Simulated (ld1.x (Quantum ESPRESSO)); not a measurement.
## What one change does to a pseudopotential (I (Z = 53), ultrasoft)

iodine, ultrasoft, made with ld1.x (Quantum ESPRESSO) 7.5 (PBE, non-relativistic). Core [Kr] 4d10, reference 5s2 5p3.5 (charge +1.5). Waves: 5s (bound): rcut 1.65, rcutus 1.85 bohr; 5s channel at 2.5 Ry: rcut 1.65, rcutus 1.85 bohr; 5p (bound): rcut 1.35, rcutus 1.80 bohr; 5p channel at -0.7 Ry: rcut 1.35, rcutus 1.80 bohr. Local part: all-electron potential smoothed inside 1.60 bohr (lloc = -2). Core correction: Bessel-smoothed model core inside 0.80 bohr. Augmentation charge: built from norm-conserving waves at rcut, not smoothed further.

All-electron outer shells of the reference configuration (PBE, non-relativistic, ld1.x):

| shell | level (eV) | outermost node (bohr) | outermost maximum (bohr) |
| --- | --- | --- | --- |
| 5s | -29.41 | 0.92 | 1.74 |
| 5p | -19.79 | 0.97 | 1.97 |

Change: all radii but the core radius scaled by about 0.95 (s 1.76, p 1.70 bohr, rcut 1.56/1.28); local potential all-electron potential smoothed inside 1.52 bohr (lloc = -2).

Cutoffs: the cutoffs (Ry, on a coarse ladder) from which the occupation-weighted sum of valence levels, in a spherical-Bessel basis at the reference potential, stays within 10 and 1 mRy of its value at 400 Ry; they do not see the model core or the augmentation charge, which bear on the density cutoff. Errors are all-electron minus pseudo energies relative to the spin-unpolarised reference configuration.

Task: What does the change do?

Result: The potential gets harder (15 Ry and 30 Ry → 18 Ry and 40 Ry); the bound ghosts move from d to d, p; the number of tests that count goes from 7 to 6; of the 6 tests that both files solve, the error grows in 4 and shrinks in 2 by more than 15 % and 0.3 meV (median size 27.3 → 22.6 meV). A smaller radius makes the pseudo-wave follow the all-electron one further in, where it bends more sharply, so more plane waves are needed.

```tsv
quantity	base	changed
cutoff, loose	15 Ry	18 Ry
cutoff, tight	30 Ry	40 Ry
loose cutoff by channel (10 mRy a level)	s 10 Ry, p 12 Ry	s 12 Ry, p 12 Ry
bound ghosts	d	p, d
tests counted (converged, no solver errors)	7 of 7	6 of 7
error for 5s2 5p5, meV [ΔE -19.95 eV]	-15	+3.9
error for 5s2 5p4, meV [ΔE -8.78 eV]	-2.6	-17
error for 5s2 5p3, meV [ΔE 11.04 eV]	-4.0	-27
error for 5s2 5p2, meV [ΔE 40.25 eV]	-51	-103
error for 5s2 5p1, meV [ΔE 79.46 eV]	-190	-287
error for 5s1 5p6, meV [ΔE -11.01 eV]	-40	+18
lowest overlap eigenvalue by channel	s 0.64, p 0.74	s 0.26, p 0.84
```

Changed file: Tests not counted: 5s1 5p5 (pseudo-atom not self-consistent, printed error +37.9 eV). A true bound ghost makes a file unfit for plane-wave use even where its test errors are small: the radial tests pick states by their node count and pass the ghost by. Where a test does run into it, the solver fails or the error is huge.
